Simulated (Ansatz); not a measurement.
Ansatz (a program for electronic structure) input (CCSD(T)/def2-SVPD):

Ansatz 0.2 input:
```yaml
crystal:
  periodic: [false, false, false]
  atoms:
    - {symbol: Mg, position_ang: [1.21334304, 0.34241078, 0.22505461]}
    - {symbol: I, position_ang: [-0.36320996, 1.75361716, -1.53487368]}
    - {symbol: I, position_ang: [0.08849078, -1.83114413, 1.48391792]}
basis:
  gaussian:
    orbitals: def2-SVPD
total_charge: -1
magnetization: {spin_polarized: true, initial_magnetization: 1}
correlation: {method: ccsd_t, electrons: outside_noble_gas}
output: {forces: true}
```

Output:

```
Functional definition: HF
integrals: 0.18 GiB planned
1039 factors; integrals over basis functions are off by at most 1.4e-4 eV
mean field: 0.58 GiB planned
mean field evaluation 1: about -21578.8881 eV, gradient 7.3e0 eV
mean field evaluation 2: about -21578.9694 eV, gradient 7.4e0 eV
mean field evaluation 4: about -21579.8944 eV, gradient 1.4e0 eV
mean field evaluation 8: about -21579.9806 eV, gradient 2.2e-1 eV
mean field evaluation 16: about -21579.9823 eV, gradient 2.8e-6 eV
mean field evaluation 32: about -21577.6946 eV, gradient 5.1e-1 eV
mean field evaluation 64: about -21576.9968 eV, gradient 6.7e-3 eV
mean field evaluation 96: about -21577.7705 eV, gradient 5.7e-4 eV
mean field -21579.98227474 eV, -793.0497211593 hartree, gradient 2.8e-6 eV, S^2 0.752011; 2 other end points of the search recorded, 0 dependent functions left out
determinant -21579.98227474 eV, -793.0497211593 hartree, with singles and doubles -21586.77416961 eV, -793.2993186922 hartree
determinant -21577.77046913 eV, -792.9684388023 hartree, with singles and doubles -21584.69090318 eV, -793.2227600629 hartree
determinant -21576.99684598 eV, -792.9400086761 hartree, with singles and doubles -21583.89472726 eV, -793.1935011373 hartree
23 core orbitals not correlated
reference -21579.98227474 eV, -793.0497211593 hartree; 9, 8 occupied and 59, 60 virtual orbitals, 1039 factors
densities: 0.59 GiB planned
second order -6.23232778 eV of doubles, -0.00000000 eV of singles
coupled cluster: 0.42 GiB planned
cycle   1  -6.79969356 eV  change   -1.6e-1 eV  update   2.5e-2
cycle   2  -6.81549968 eV  change   -1.6e-2 eV  update   7.8e-3
cycle   3  -6.81836702 eV  change   -2.9e-3 eV  update   3.6e-3
cycle   4  -6.81935134 eV  change   -9.8e-4 eV  update   1.3e-3
cycle   5  -6.81947438 eV  change   -1.2e-4 eV  update   5.3e-4
cycle   6  -6.81960655 eV  change   -1.3e-4 eV  update   2.3e-4
cycle   7  -6.81963406 eV  change   -2.8e-5 eV  update   7.1e-5
cycle   8  -6.81962960 eV  change    4.5e-6 eV  update   2.5e-5
cycle   9  -6.81962801 eV  change    1.6e-6 eV  update   9.6e-6
cycle  10  -6.81962849 eV  change   -4.8e-7 eV  update   3.6e-6
cycle  11  -6.81962835 eV  change    1.4e-7 eV  update   1.4e-6
cycle  12  -6.81962838 eV  change   -3.5e-8 eV  update   4.9e-7
perturbative correction -0.18391452 eV, -0.0067587341 hartree
the calculation of the forces begins
Total energy: -21586.98581765 eV, -793.3070966140 hartree
Atom 0 at     1.213343     0.342411     0.225055 Å, force     0.159013     0.044874     0.029494 eV/Å
Atom 1 at    -0.363210     1.753617    -1.534874 Å, force    -0.094492     0.096493    -0.114900 eV/Å
Atom 2 at     0.088491    -1.831144     1.483918 Å, force    -0.064520    -0.141367     0.085406 eV/Å
Dipole moment:    -0.255527    -0.072111    -0.047396 e Å
```
